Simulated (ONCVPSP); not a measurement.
Potentials for lithium (Li) compared

Generated with ld1.x 7.5 (TM, RRKJ, ultrasoft, PAW), atompaw 4.2 or ONCVPSP 4.0.1. The cutoff is in Ry: for ld1.x and atompaw files where the sum of valence levels is converged to 10 mRy in a Bessel basis, for ONCV files where the hardest occupied wave has 1 mHa per electron of residual kinetic energy. The error is the largest all-electron minus pseudo excitation energy over each file’s own four to seven test configurations (ionisations up to +4, promotions, holes and added fractions of an electron), all of which were solved. The labels leave out finer settings (local radius, basis sizes, second energies), which also bear on the numbers. Spin-polarised tests are not counted. The rows are a selection from randomly drawn settings: files with unsolved tests, undetermined cutoffs or missed reference levels are left out.

A true bound ghost makes a file unfit for plane-wave use even where its test errors are small: the radial tests pick states by their node count and pass the ghost by.

| potential | cutoff (Ry) | largest error (meV) | bound ghosts |
| --- | --- | --- | --- |
| ONCV, PBE, scalar-relativistic, rc 1.00/4.00/3.50 (spd), local smoothed, core correction no, reference 1s2 2s0.75 2p0.25, qcut 15/1.8/2.8, projectors 2/2/2 | 125 | -12 | none |
| ONCV, PBE, scalar-relativistic, rc 1.20/1.25/1.30 (spd), local smoothed, core correction no, reference 1s2 2s1, qcut 10.5/6.7/6.2, projectors 2/3/2 | 74 | +1015 | p |
| ONCV, BLYP, scalar-relativistic, rc 1.35/1.40 (sp), local smoothed, core correction no, reference 1s2 2s0.5, qcut 7.6/5.1, projectors 2/2 | 49 | +1769 | none |
| ONCV, PBE, scalar-relativistic, rc 1.00/4.00/3.20 (spd), local smoothed, core correction no, reference 1s2 2s0.5 2p0.5, qcut 13.1/2.2/3.6, projectors 2/1/2 | 106 | +14 | none |

Q: Fill in the row for Li: ONCV, BLYP, scalar-relativistic, rc 1.20/1.30/1.25 (spd), local smoothed, core correction no, reference 1s2 2s1, qcut 10.9/5.7/6.8, projectors 2/1/2.

A: cutoff 78 Ry, largest error +944 meV, bound ghosts: none.
